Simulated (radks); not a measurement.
Values are calculated unless marked as measured or tabulated.
Mo III, 40 electrons, occupied as [Kr] 4d4.

Level of theory: Dirac Kohn-Sham, PBE, spin-unpolarised, spherical densities, point nucleus; open shells fill j = l - 1/2 first (a radial shooting solver on a logarithmic mesh with Libxc functionals).

Energy parts (hartree):
| part | energy |
|---|---|
| total | -4048.40280 |
| kinetic | 4198.02521 |
| electron-nucleus | -9754.93018 |
| Hartree | 1631.70956 |
| exchange-correlation | -123.20740 |

Orbitals (lengths in bohr, moments of r in powers of bohr; r(max) is where P^2 peaks):
1s1/2: occ. 2; eigenvalue (hartree) -728.7963; <r^2> 0.001669; r(max) 0.02287; <1/r> 43.55
2s1/2: occ. 2; eigenvalue (hartree) -103.4915; <r^2> 0.02779; r(max) 0.1297; <1/r> 9.913
2p1/2: occ. 2; eigenvalue (hartree) -95.25786; <r^2> 0.02099; r(max) 0.1009; <1/r> 9.889
2p3/2: occ. 4; eigenvalue (hartree) -91.34182; <r^2> 0.02235; r(max) 0.1048; <1/r> 9.416
3s1/2: occ. 2; eigenvalue (hartree) -18.17843; <r^2> 0.2106; r(max) 0.3838; <1/r> 3.391
3p1/2: occ. 2; eigenvalue (hartree) -15.04582; <r^2> 0.2088; r(max) 0.3710; <1/r> 3.289
3p3/2: occ. 4; eigenvalue (hartree) -14.40104; <r^2> 0.2191; r(max) 0.3803; <1/r> 3.176
3d3/2: occ. 4; eigenvalue (hartree) -8.86519; <r^2> 0.2055; r(max) 0.3210; <1/r> 2.987
3d5/2: occ. 6; eigenvalue (hartree) -8.74311; <r^2> 0.2088; r(max) 0.3238; <1/r> 2.957
4s1/2: occ. 2; eigenvalue (hartree) -3.03483; <r^2> 1.382; r(max) 0.9890; <1/r> 1.238
4p1/2: occ. 2; eigenvalue (hartree) -2.14341; <r^2> 1.671; r(max) 1.054; <1/r> 1.117
4p3/2: occ. 4; eigenvalue (hartree) -2.05104; <r^2> 1.754; r(max) 1.078; <1/r> 1.085
4d3/2: occ. 4; eigenvalue (hartree) -0.76760; <r^2> 3.532; r(max) 1.341; <1/r> 0.7724
4d5/2: occ. 0; eigenvalue (hartree) -0.75844; <r^2> 3.596; r(max) 1.352; <1/r> 0.7648

The highest occupied level is 4d3/2 at -20.888 eV. The density falls to 0.001 e/bohr^3 at r = 3.60 bohr. For comparison, the ionisation energy in NIST's Atomic Spectra Database is 27.1 eV (semi-empirical). In exact Kohn-Sham theory the highest level is minus the ionisation energy, but local and semilocal functionals leave it too shallow, through self-interaction and a potential that decays too fast; potentials with the right tail come closer. Summed over all electrons, <r^2> = 31.23 bohr^2, which gives a Langevin (diamagnetic) susceptibility term of -24.7 x 10^-6 cm^3/mol.

Beside tabulated values, note that spin-unpolarised runs miss the spin-polarisation part of the exchange energy of open shells.
